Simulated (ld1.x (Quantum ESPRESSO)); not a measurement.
## What one change does to a pseudopotential (niobium, TM semilocal)

| Quantity | Value |
| --- | --- |
| Element | Nb (Z = 41) |
| Generator | ld1.x (Quantum ESPRESSO) 7.5 |
| Type | norm-conserving Troullier–Martins (semilocal form) |
| Functional | PBE |
| Relativity | scalar-relativistic |
| Frozen core | [Kr] |
| Valence charge | 5 |
| Reference configuration | 4d3 5s0 5p0 (charge +2) |
| Partial waves | 5p (bound, empty): rc 3.55 bohr; 4d (bound): rc 2.05 bohr; 5s (bound, empty): rc 2.05 bohr |
| Local potential | the s channel |
| Core correction | none |

All-electron outer shells of the reference configuration (PBE, scalar-relativistic, ld1.x):

```csv
shell,level (eV),outermost node (bohr),outermost maximum (bohr)
4p,-51.87,0.54,1.12
4d,-19.10,0.55,1.44
5s,-16.92,1.38,2.72
5p,-12.22,1.57,3.28
```

Change: core correction a·sin(br)/r model core inside 1.04 bohr.

Cutoffs: the cutoffs (Ry, on a coarse ladder) from which the occupation-weighted sum of valence levels, in a spherical-Bessel basis at the reference potential, stays within 10 and 1 mRy of its value at 400 Ry; they do not see the model core or the augmentation charge, which bear on the density cutoff. Errors are all-electron minus pseudo energies relative to the spin-unpolarised reference configuration.

Question: What does the change do?

Answer: The potential gets neither clearly harder nor softer (35 Ry and 40 Ry → 35 Ry and 40 Ry); of the 7 tests that both files solve, the error grows in 4 and shrinks in 3 by more than 15 % and 0.3 meV (median size 139.4 → 84.0 meV); neither file shows a bound ghost at the reference potential, the only one tested. A semilocal file is local in each channel, so a ghost entry of none says nothing of the separable form that plane-wave codes build from it. A model core, the more so a compact one, raises the density cutoff, which this test does not measure.

| quantity | base | changed |
| --- | --- | --- |
| cutoff, loose | 35 Ry | 35 Ry |
| cutoff, tight | 40 Ry | 40 Ry |
| bound ghosts | none | none |
| error for 4d4 5s1 5p0, meV [ΔE -20.68 eV] | +244 | -18 |
| error for 4d4 5s0 5p0, meV [ΔE -14.04 eV] | +25 | -84 |
| error for 4d2 5s0 5p0, meV [ΔE 24.72 eV] | +28 | -194 |
| error for 4d4.5 5s0.5 5p0, meV [ΔE -20.12 eV] | +175 | -82 |
| error for 4d5 5s0 5p0, meV [ΔE -19.41 eV] | +100 | -162 |
| error for 4d3 5s1 5p0, meV [ΔE -13.66 eV] | +139 | +2.6 |
| error for 4d1 5s0 5p0, meV [ΔE 61.63 eV] | +258 | -996 |
| s: phases at 3.83 bohr within 0.05 rad from the reference energy up to (Ry; the scan ends near 5) | -0.7 | -0.7 |
| p: phases at 3.83 bohr within 0.05 rad from the reference energy up to (Ry; the scan ends near 5) | 0.7 | 0.7 |
| d: phases at 3.83 bohr within 0.05 rad from the reference energy up to (Ry; the scan ends near 5) | 2.9 | 2.9 |

Changed file: These tests converged, but a pseudo level misses the all-electron one widely, so the file describes the atom poorly there or has found another state: 4d1 5s0 5p0: empty 5s by 4.2 eV (a node warning on the way).
